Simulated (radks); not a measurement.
Values are calculated unless marked as measured or tabulated.
Problem. Species: Kr. Configuration: [Kr]. Code: a radial shooting solver on a logarithmic mesh with Libxc functionals. Model: non-relativistic Kohn-Sham, TPSS, spin-polarised, spherical densities, point nucleus; meta-GGA in the generalised Kohn-Sham scheme. Some entries of the table are withheld. Estimate them.

orbital  occ.  eigenvalue (hartree)  <r^2> (bohr^2)  r(max) (bohr)
1s          2             -511.5407             (1)        0.02804
2s          2             -66.51535         0.04143         0.1580
2p          6             -60.10490             (2)         0.1251
3s          2              -9.41678          0.3360            (3)
3p          6              -7.13279             (4)         0.4671
3d         10                   (5)             (6)         0.4113
4s          2              -0.82682           2.957          1.367
4p          6              -0.34600           4.451          1.552

Solution. 
(1) 1s <r^2> (bohr^2): 0.002411
(2) 2p <r^2> (bohr^2): 0.03199
(3) 3s r(max) (bohr): 0.4761
(4) 3p <r^2> (bohr^2): 0.3475
(5) 3d eigenvalue (hartree): -3.06240
(6) 3d <r^2> (bohr^2): 0.3783
